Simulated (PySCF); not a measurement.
A small calculation by hand: dipole moment from atomic charges

Si(H)(Cl)(NH2)2 (ClH5N2Si), SMILES N[SiH](N)Cl. Atoms are numbered in the order given.

```xyz
9

Si    -0.2309    -0.0890     0.5046
N     -1.4052    -1.0046    -0.3400
N      0.8980    -1.1853     1.1721
Cl     0.4960     1.2307    -0.9435
H     -0.6555     0.7887     1.6298
H     -1.9331    -0.5945    -1.1003
H     -1.9036    -1.7568     0.1205
H      1.3241    -1.8944     0.5853
H      1.5191    -0.8893     1.9162
```
Charge 0, spin multiplicity 1.

Coordinates come from a PBE0-D3(BJ)/def2-SVP optimisation. The values are those of a single conformer.

Charges (e) from HF/def2-TZVP in PySCF:

```tsv
atom	Mulliken	IAO
Si1	0.883	1.355
N2	-0.732	-0.912
N3	-0.736	-0.907
Cl4	-0.364	-0.411
H5	-0.076	-0.217
H6	0.259	0.276
H7	0.255	0.272
H8	0.256	0.271
H9	0.254	0.271
```

The dipole moment of the full density is 2.15 D.

### Question
What dipole moment does each set of point charges give, and which comes closer to that of the density?

### Answer

μ = Σ q r, and 1 e Å = 4.8032 D.
Mulliken: Σ q r = (-0.228, -0.292, 0.434) e Å, |μ| = 2.74 D.
IAO: Σ q r = (-0.188, -0.203, 0.372) e Å, |μ| = 2.23 D.
IAO comes closer in size. Point charges leave out the atoms' own dipoles (lone pairs, polarised bonds); fits to the potential absorb them, partitions of the density don't.
